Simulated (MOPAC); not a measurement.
Input for MOPAC: PM6 on BrHSe2 (SMILES [SeH][Se]Br), a point of a torsion scan.

```
PM6 1SCF PRECISE CHARGE=0 THREADS=1
BrHSe2

Se    -1.37651042 1     0.48511827 1     0.41815070 1
Se     0.81402097 1     0.99622638 1    -0.23616997 1
Br     0.85210303 1     0.29142984 1    -2.42837014 1
H     -1.51941905 1    -0.66165988 1    -0.46308362 1
```

Output:

```
*******************************************************************************
 **                                                                           **
 **                              MOPAC v23.2.5                                **
 **                                                                           **
 *******************************************************************************
 ** MOPAC's Digital Object Identifier: https://doi.org/10.5281/zenodo.6511958 **
 **                                                                           **
 ** Please cite the open-source release paper for use of this MOPAC version:  **
 ** J. E. Moussa and J. J. P. Stewart (2026)                                  **
 ** MOPAC: An open-source semiempirical molecular orbital program             **
 ** J. Open Source Softw., 11(119), 8025, https://doi.org/10.21105/joss.08025 **
 *******************************************************************************

                              PM6 CALCULATION RESULTS

 *******************************************************************************
 *  PM6        - The PM6 Hamiltonian to be used
 *
 *
 *
 *                 CHARGE ON SYSTEM = 0
 *
 *
 *
 *  PRECISE    - TIGHTER CRITERIA TO BE USED
 *  1SCF       - DO 1 SCF AND THEN STOP
 *  THREADS=1  - MULTI-THREADING NOT USED
 *  T=         - A TIME OF 172800.0 SECONDS REQUESTED
 *  DUMP=N     - RESTART FILE WRITTEN EVERY 7200.0 SECONDS REQUESTED
 *******************************************************************************
PM6 1SCF PRECISE CHARGE=0 THREADS=1
 BrHSe2

   ATOM   CHEMICAL          X               Y               Z
  NUMBER   SYMBOL      (ANGSTROMS)     (ANGSTROMS)     (ANGSTROMS)

     1      Se         -1.37651042  *   0.48511827  *   0.41815070  *
     2      Se          0.81402097  *   0.99622638  *  -0.23616997  *
     3      Br          0.85210303  *   0.29142984  *  -2.42837014  *
     4       H         -1.51941905  *  -0.66165988  *  -0.46308362  *



          CARTESIAN COORDINATES

    NO.       ATOM           X           Y           Z

     1        Se         -1.3765      0.4851      0.4182
     2        Se          0.8140      0.9962     -0.2362
     3        Br          0.8521      0.2914     -2.4284
     4         H         -1.5194     -0.6617     -0.4631

 General Reference for PM6:
 "Optimization of Parameters for Semiempirical Methods V: Modification of NDDO Approximations
 and Application to 70 Elements", J. J. P. Stewart, J. Mol. Mod., 13, 1173-1213 (2007)
 URL: https://link.springer.com/article/10.1007/s00894-007-0233-4

           Empirical Formula: H Se2 Br  =     4 atoms



      MOLECULAR POINT GROUP   :   C1


      RHF CALCULATION, NO. OF DOUBLY OCCUPIED LEVELS = 10


 -------------------------------------------------------------------------------
 PM6 1SCF PRECISE CHARGE=0 THREADS=1
 BrHSe2



     1SCF WAS SPECIFIED, SO BFGS WAS NOT USED
     SCF FIELD WAS ACHIEVED


                              PM6 CALCULATION
                                                       MOPAC v23.2.5 Linux




          FINAL HEAT OF FORMATION =          7.49973 KCAL/MOL =      31.37887 KJ/MOL


          COSMO AREA              =        121.54 SQUARE ANGSTROMS
          COSMO VOLUME            =        112.17 CUBIC ANGSTROMS

          IONIZATION POTENTIAL    =          8.385063 EV
          HOMO LUMO ENERGIES (EV) =         -8.385 -2.696
          NO. OF FILLED LEVELS    =         10
          MOLECULAR WEIGHT        =        238.8319         POINT GROUP:  C1

          MOLECULAR DIMENSIONS (Angstroms)

            Atom       Atom       Distance
           Br     3   Se     1     3.62035
            H     4   Se     2     2.62254
           Se     2   Br     3     0.40809


          SCF CALCULATIONS        =          1





   ATOM   CHEMICAL          X               Y               Z
  NUMBER   SYMBOL      (ANGSTROMS)     (ANGSTROMS)     (ANGSTROMS)

     1      Se         -1.37651042  *   0.48511827  *   0.41815070  *
     2      Se          0.81402097  *   0.99622638  *  -0.23616997  *
     3      Br          0.85210303  *   0.29142984  *  -2.42837014  *
     4       H         -1.51941905  *  -0.66165988  *  -0.46308362  *

                             CARTESIAN COORDINATES

   1   Se       -1.376510420     0.485118270     0.418150700
   2   Se        0.814020970     0.996226380    -0.236169970
   3   Br        0.852103030     0.291429840    -2.428370140
   4    H       -1.519419050    -0.661659880    -0.463083620


           Empirical Formula: H Se2 Br  =     4 atoms



      MOLECULAR POINT GROUP   :   C1


                  EIGENVALUES
 -27.12171 -23.44660 -22.53251 -15.11232 -13.88695 -13.33647 -12.25033 -10.88723
 -10.06876  -8.38506  -2.69585  -1.79790   1.49728 113.20124 113.29426 113.37723
 113.70287 113.71151


              NET ATOMIC CHARGES AND DIPOLE CONTRIBUTIONS

  ATOM NO.   TYPE          CHARGE      No. of ELECS.   s-Pop       p-Pop       d-Pop
    1         Se          -0.041061        6.0411     1.99026     4.05080
    2         Se           0.109893        5.8901     1.99519     3.89491
    3         Br          -0.167982        7.1680     1.99041     5.17345     0.00412
    4          H           0.099150        0.9008     0.90085
 DIPOLE           X         Y         Z       TOTAL
 POINT-CHG.    -0.710    -0.120     1.532     1.692
 HYBRID        -0.031    -0.498    -0.718     0.875
 SUM           -0.741    -0.618     0.814     1.262


          ATOMIC ORBITAL ELECTRON POPULATIONS

     Atom    s        px        py        pz      x^2-y^2     xz        z^2       yz        xy
    1 Se   1.99026   1.14712   1.40801   1.49567
    2 Se   1.99519   1.11658   1.84134   0.93699
    3 Br   1.99041   1.97053   1.91461   1.28832   0.00018   0.00132   0.00129   0.00121   0.00012
    4  H   0.90085

 **********************
 *                    *
 * JOB ENDED NORMALLY *
 *                    *
 **********************




 == MOPAC DONE ==
```

The run finished.

Cost: around 0.020 core-seconds (rough).
